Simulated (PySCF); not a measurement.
## What binds ZrN: the parts of the energy along the bond

State: ²Σ⁺, doublet, unpaired electrons σ ↑. ROHF-based CCSD(T) in PySCF 2.14 with Zr aug-cc-pVDZ-PP with ECP28, N aug-cc-pVDZ and Zr aug-cc-pVTZ-PP with ECP28, N aug-cc-pVTZ (frozen core orbitals: 5; scalar-relativistic core potentials). Correlation energies are extrapolated as n⁻³ (n = 2, 3), Hartree–Fock as (n+1)·exp(−9√n). All energies in eV from Zr (4d2 5s2) + N.

```
 R (Å)  HF/CBS  CCSD corr.      (T)   total
1.4959  -0.866      -3.103  -0.3463  -4.316
1.5639  -1.460      -3.339  -0.4062  -5.204
1.6319  -1.666      -3.561  -0.4717  -5.699
1.6999  -1.581      -3.770  -0.5427  -5.894
1.7679  -1.282      -3.964  -0.6190  -5.865
1.8529  -0.695      -4.189  -0.7204  -5.604
1.9379   0.047      -4.401  -0.8249  -5.178
```

A fit to the total gives Re = 1.7229 Å, De = 5.906 eV, ωe = 987.3 cm⁻¹, Be = 0.4687 cm⁻¹ (masses 89.9047 and 14.0031 u).

Task: At R = 1.6999 Å the CCSD correlation energy is -0.275844 hartree in the smaller basis and -0.311062 in the larger. Extrapolate it.

Result: (3³·E3 − 2³·E2)/(3³ − 2³) = -0.32589 hartree; the larger basis holds 95.4 % of it.

The T1 diagnostic is 0.038, large enough to doubt a single reference. The state was picked by a PBE0 search and need not be the measured ground state. Spin–orbit coupling, excitations beyond (T) and corrections to the Born–Oppenheimer picture are left out.
